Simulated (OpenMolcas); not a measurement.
**V IV: effect of the basis set**

- Program: OpenMolcas
- Method: CASSCF
- Active space: 2 electrons in 10 orbitals (3d 4d)
- State averaging: 2S+1 = 3 even, 10 roots; 2S+1 = 1 even, 15 roots
- Spin-orbit coupling: RASSI with atomic mean-field integrals over the reference wave functions, term energies averaged over their components

A. ANO-RCC-VTZP [6s5p3d2f1g], DKH2, point nucleus; cost about 12 core-seconds
B. ANO-R2 [6s4p4d2f1g], X2C, finite nucleus; cost roughly 8 core-seconds
C. ANO-RCC-VQZP [7s6p4d3f2g1h], DKH2, point nucleus; cost of the order of 16 core-seconds

Energies in eV above 3d2 3F2, the measured ground level; measured values from Sugar and Corliss, J. Phys. Chem. Ref. Data 7, 1191 (1978).

```
  Level       A       B       C  Measured
3d2 3F2  0.0000  0.0000  0.0000    0.0000
3d2 3F3  0.0406  0.0394  0.0401    0.0403
3d2 3F4  0.0932  0.0903  0.0920    0.0911
3d2 1D2  1.6768  1.6870  1.6811    1.3588
3d2 3P0  1.9902  2.0017  1.9959          
3d2 3P1  2.0040  2.0150  2.0095    1.6415
3d2 3P2  2.0338  2.0438  2.0389    1.6686
3d2 1G4  2.5811  2.5931  2.5848    2.2802
3d2 1S0  6.1436  6.1857  6.1638    5.2646
```

Deviations, from unrounded energies. A percentage is the sum of absolute deviations over the sum of measured energies, with the sign that they share, or ± where signs differ.

```csv
Against measurement,Levels,A,B,C
mean absolute deviation (cm-1),7,2600,2700,2600
fine structure of the ground term (%),2,+1.8,-1.3,±0.9
other terms of the ground configuration (%),5,+18.2,+18.9,+18.5
```

A, B, C lie about equally close to measurement. The largest miss of A in the table is 3d2 1S0, by +7100 cm-1. The ranking rests on the paired levels alone, and a cruder setting can come out closer through cancelling errors.

Among A to C the level of the table that moves most is 3d2 1S0, by 340 cm-1 (lowest in A, highest in B).

Without dynamic correlation excited terms often stand tens of per cent too high (terms of higher spin than the ground term too low), and those without a measured partner can miss by more than the paired ones. Active for correlation alone: 4d; no level in the range computed is led by a configuration that fills it, so any true level of that kind is missing. Measured partners are found by configuration, term and J. A level has none where our copy of the source lacks it or the pairing is in doubt (some pairs that miss far off the trend of their configuration count as doubtful), and it then counts in no deviation. Levels of configurations outside the active space are missing.
